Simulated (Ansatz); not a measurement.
`COB(C)N`, relaxed with RKS PBE-D4/def2-SVP in Ansatz 0.2.0 from a rough embedded geometry. The force threshold is 0.03 eV/Å; the program also tests the step.

Total charge 0; spin multiplicity 1.

Start:

```xyz
13

C     0.352    0.910    1.562
O    -0.620    0.061    1.091
B    -0.166   -0.402   -0.225
C    -0.644    0.388   -1.580
N     0.607   -1.706   -0.400
H     1.337    0.330    1.767
H     0.511    1.791    0.980
H     0.030    1.204    2.608
H    -1.248   -0.193   -2.187
H     0.307    0.757   -2.063
H    -1.186    1.342   -1.231
H    -0.028   -2.366   -0.933
H     0.747   -2.116    0.610
```

| step | energy (eV) | largest force (eV/Å) | largest move (Å) |
| --- | --- | --- | --- |
| 1 | -6405.9936 | 4.941 | 0.000 |
| 2 | -6406.7423 | 1.610 | 0.195 |
| 3 | -6406.9920 | 2.543 | 0.199 |
| 4 | -6407.2452 | 0.762 | 0.200 |
| 5 | -6407.3362 | 0.514 | 0.200 |
| 6 | -6407.3911 | 0.842 | 0.196 |
| 7 | -6407.4947 | 0.360 | 0.200 |
| 8 | -6407.5453 | 0.379 | 0.195 |
| 9 | -6407.5764 | 0.394 | 0.200 |
| 10 | -6407.5868 | 0.117 | 0.177 |
| 11 | -6407.5901 | 0.144 | 0.066 |
| 12 | -6407.5941 | 0.093 | 0.135 |
| 13 (rejected) | -6407.5939 | 0.155 | 0.060 |
| 14 | -6407.5959 | 0.023 | 0.028 |
| 15 | -6407.5964 | 0.110 | 0.098 |
| 16 | -6407.5977 | 0.053 | 0.013 |
| 17 | -6407.5990 | 0.014 | 0.054 |
| 18 (rejected) | -6407.5925 | 0.326 | 0.184 |
| 19 | -6407.5995 | 0.074 | 0.090 |
| 20 | -6407.5997 | 0.077 | 0.026 |
| 21 | -6407.6005 | 0.009 | 0.023 |

End:

```xyz
13

C     0.343    1.112    1.515
O     0.225   -0.244    1.155
B    -0.047   -0.637   -0.147
C    -0.271    0.405   -1.325
N    -0.117   -2.035   -0.362
H     1.216    1.606    1.030
H    -0.564    1.705    1.257
H     0.487    1.174    2.613
H    -0.463   -0.075   -2.305
H     0.611    1.070   -1.446
H    -1.130    1.075   -1.108
H    -0.314   -2.452   -1.268
H     0.024   -2.706    0.392
```

Run time 18 s (4 threads of an Intel Xeon Platinum 8488C on a shared host); peak host memory 0.17 GiB.
